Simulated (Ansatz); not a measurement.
Reaction (isomerisation): `[SiH3]O/C=C\S` → `S[SiH]1CCO1`

Isolated molecules relaxed with PBE0-D4/def2-TZVP in Ansatz; ΔE leaves out vibrations. CBS: MP2 limit from def2 TZ/QZ plus the TZ coupled-cluster correction, frozen cores. DFT in def2-TZVPP. Each species was taken in one conformer, which may not be the lowest.

| species | r2SCAN-D4 energy (Eh) |
| --- | --- |
| `[SiH3]O/C=C\S` | -842.67919 |
| `S[SiH]1CCO1` | -842.73181 |

Question: Work out ΔE.

Answer: ΔE = (-842.73181) − (-842.67919) = -0.05262 Eh = -33.0 kcal/mol. CCSD(T)/CBS gives -33.0 kcal/mol.

Largest T1 diagnostic among the species: 0.013.

In def2-TZVPP, CCSD(T) changes the Hartree–Fock value by −4.3 kcal/mol (the triples alone add +0.2 kcal/mol) and MP2 by −6.4 kcal/mol. From PBE to PBE0 (25 % exact exchange), in def2-TZVPP and without D4, ΔE moves by −2.7 kcal/mol.
